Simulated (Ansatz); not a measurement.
`BN1C[SiH2]1` + `[AlH2][SH]` → `B[S][AlH2]` + `C1N[SiH2]1` at 400 K and 1 bar (ligand exchange at a B–N bond).

Calculated with Ansatz (gas phase, PBE0-D4/def2-TZVP geometries, no zero-point term in ΔE). CBS: MP2 limit from def2 TZ/QZ plus the TZ coupled-cluster correction, frozen cores. This one scheme is used for every species.

```tsv
species	CCSD(T)/CBS energy (Eh)	H − E (kJ/mol)	S (J/(mol·K))
`BN1C[SiH2]1`	-410.22230	212.1	328.8
`[AlH2][SH]`	-641.61836	79.4	287.5
`B[S][AlH2]`	-667.02114	121.1	331.1
`C1N[SiH2]1`	-384.79623	175.1	290.7
```

H − E and S are ideal-gas, rigid-rotor, harmonic terms from PBE0-D4/def2-TZVP, for one conformer and one mirror image of each species. 1 Eh = 2625.50 kJ/mol, R = 8.31446 J/(mol·K).

By hand: ΔE, ΔH, ΔS and ΔG.

ΔE = (-667.02114) + (-384.79623) − (-410.22230) − (-641.61836) = 0.02329 Eh = 61.1 kJ/mol. Δ(H − E) = 121.1 + 175.1 − 212.1 − 79.4 = 4.7, so ΔH = 65.8 kJ/mol. ΔS = 331.1 + 290.7 − 328.8 − 287.5 = 5.5 J/(mol·K). ΔG = 65.8 − 400 × (5.5)/1000 = 63.6 kJ/mol.

By hand: the equilibrium constant, and the temperature at which ΔG would vanish if ΔH and ΔS stayed fixed.

log₁₀ K = −ΔG/(RT ln 10) = -8.3. ΔG = 0 at ΔH/ΔS = 11964 K, far beyond where these terms or the molecules hold.

The number of gas molecules stays the same, so ΔS is small and ΔH decides. A doubt of 5 kJ/mol in ΔE shifts log₁₀ K by 0.7 here. Other conformers and mirror images would add mixing entropy, several J/(mol·K) or more a flexible species. These are equilibria of isolated gas molecules and say nothing of rates. Largest T1 diagnostic: 0.014 (customary marks: 0.02 for closed shells, 0.045 for open ones).
